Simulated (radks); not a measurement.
The numbers below are computed, except where a source is named.
The nuclear charge of the germanium ion Ge+ is varied continuously with 31 electrons held in [Ar] 3d10 4s2 4p1. Code: a radial shooting solver on a logarithmic mesh with Libxc functionals. Model: scalar-relativistic Kohn-Sham, BLYP, spin-polarised, spherical densities, finite nucleus; open shells are filled with parallel spins first; Fermi nuclear charge, rms radius 4.0742 fm. By the Hellmann-Feynman theorem dE/dZ = E(electron-nucleus)/Z, the electronic potential at the nucleus (averaged over a nucleus of fixed radius). The scalar-relativistic energy here is not variational (the density holds large components alone), so the two differ by a part that grows with Z.

Z     E (hartree)  E(electron-nucleus)/Z (hartree)  HOMO  e(HOMO) (eV)  <r> HOMO (bohr)
31.5  -2020.80931                         -154.451    4p        -6.722            2.862
32    -2098.95898                         -157.756    4p       -11.526            2.543
32.5  -2178.76558                         -161.057    4p       -16.999            2.316
33    -2260.22727                         -164.354    4p       -23.083            2.140

The central difference of E at Z = 32 is -157.956 hartree, to compare with the third column; the second derivative is -6.63 hartree.
